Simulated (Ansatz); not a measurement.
Calculation: frozen-core CCSD(T)/cc-pVTZ // CAM-B3LYP-D3(BJ)/def2-TZVP (Ansatz, an electronic-structure program). The restricted HF reference is unstable towards unrestricted orbitals.

Ansatz 0.2 input:
```yaml
crystal:
  periodic: [false, false, false]
  atoms:
    - { symbol: Si, position_ang: [-2.564792, 0.203751, -0.00477] }
    - { symbol: C, position_ang: [-0.803804, 0.484249, 0.498483] }
    - { symbol: C, position_ang: [0.234029, -0.127915, -0.073726] }
    - { symbol: C, position_ang: [1.619267, 0.078929, 0.306523] }
    - { symbol: C, position_ang: [2.618363, -0.552753, -0.291355] }
    - { symbol: Cl, position_ang: [4.27003, -0.329135, 0.136893] }
    - { symbol: H, position_ang: [-3.190834, 1.466576, -0.457892] }
    - { symbol: H, position_ang: [-2.594231, -0.781295, -1.108455] }
    - { symbol: H, position_ang: [-3.362431, -0.309661, 1.131976] }
    - { symbol: H, position_ang: [-0.59071, 1.184097, 1.303445] }
    - { symbol: H, position_ang: [0.064355, -0.834931, -0.88182] }
    - { symbol: H, position_ang: [1.826913, 0.777258, 1.108927] }
    - { symbol: H, position_ang: [2.473848, -1.259169, -1.096362] }
basis:
  gaussian: { orbitals: cc-pVTZ }
correlation:
  method: ccsd_t
```

Output:

```
Functional definition: HF
1639 factors; integrals over basis functions are off by at most 8.8e-4 eV
mean field evaluation 1: about -24595.6768 eV, gradient 3.3e1 eV
mean field evaluation 2: about -24596.0824 eV, gradient 3.3e1 eV
mean field evaluation 4: about -24599.6900 eV, gradient 5.1e0 eV
mean field evaluation 8: about -24599.7907 eV, gradient 3.5e-1 eV
mean field evaluation 16: about -24599.7918 eV, gradient 1.6e-6 eV
mean field -24599.79182400 eV, -904.0256751942 hartree, gradient 1.6e-6 eV, S^2 0.000000; 0 other end points of the search recorded, 0 dependent functions left out; unrestricted orbitals would lower it
14 core orbitals not correlated
reference -24599.79182400 eV, -904.0256751942 hartree; 17, 17 occupied and 255, 255 virtual orbitals, 1639 factors
second order -25.93632868 eV of doubles, -0.00000000 eV of singles
cycle   1  -26.71209082 eV  change   -7.8e-1 eV  update   1.2e-1
cycle   2  -27.43107443 eV  change   -7.2e-1 eV  update   3.7e-2
cycle   3  -27.58801390 eV  change   -1.6e-1 eV  update   1.8e-2
cycle   4  -27.58108785 eV  change    6.9e-3 eV  update   5.2e-3
cycle   5  -27.58063344 eV  change    4.5e-4 eV  update   2.3e-3
cycle   6  -27.58132427 eV  change   -6.9e-4 eV  update   6.4e-4
cycle   7  -27.58120262 eV  change    1.2e-4 eV  update   2.8e-4
cycle   8  -27.58116559 eV  change    3.7e-5 eV  update   1.2e-4
cycle   9  -27.58119070 eV  change   -2.5e-5 eV  update   5.1e-5
cycle  10  -27.58117293 eV  change    1.8e-5 eV  update   2.0e-5
perturbative correction -1.29376281 eV, -0.0475449061 hartree
Total energy: -24628.66675974 eV, -905.0868095105 hartree
```

Cost: very roughly 29 core-minutes.
